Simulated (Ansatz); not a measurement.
**Strength of the Te–H bond: TeH(CF3) → CTeF3 + H**

Species: TeH(CF3), singlet; CTeF3 `FC(F)(F)[Te]`, doublet; H atom, doublet. 

Shapes, held fixed at every level: PBE0-D4/def2-TZVP. Programs: Ansatz 0.2.0. The zero-point and thermal change to 298 K, harmonic and unscaled (PBE0-D4/def2-TZVP), is -13.9 kJ/mol.

| level | kind | ΔH(298 K) (kJ/mol) | less CCSD(T)/def2-TZVPP | CPU time (sum over the molecules) |
| --- | --- | --- | --- | --- |
| HF/def2-SVP | Hartree–Fock | +193.5 | -102.0 | – |
| HF/def2-TZVPP | Hartree–Fock | +196.1 | -99.4 | – |
| PBE-D4/def2-TZVPP | GGA | +292.1 | -3.4 | 16 s |
| B3LYP-D4/def2-TZVPP | global hybrid | +295.4 | -0.1 | 32 s |
| wB97M-V/def2-TZVPP | range-separated hybrid | +292.4 | -3.1 | 98 s |
| wB97X-V/def2-TZVPP | range-separated hybrid | +296.4 | +0.9 | 63 s |
| CCSD(T)/def2-SVP | coupled cluster or CI | +277.0 | -18.5 | 27 s |
| CCSD(T)/def2-TZVPP | coupled cluster or CI | +295.5 | 0.0 | 8.4 min |

The highest level, CCSD(T)/def2-TZVPP, gives ΔH(298 K) = +295.5 kJ/mol; the levels span +193.5 to +296.4. The column of differences is taken from that level and isn't an error. Hartree–Fock misses the correlation of the pair that is broken and comes out low. No measured value is set beside it here. Open shells run unrestricted. For atoms past krypton def2 sets carry core potentials with scalar relativity. Outer-core shells of Te are correlated, in sets that cover them unevenly. Times are processor times on shared x86 and Arm servers, and rough.
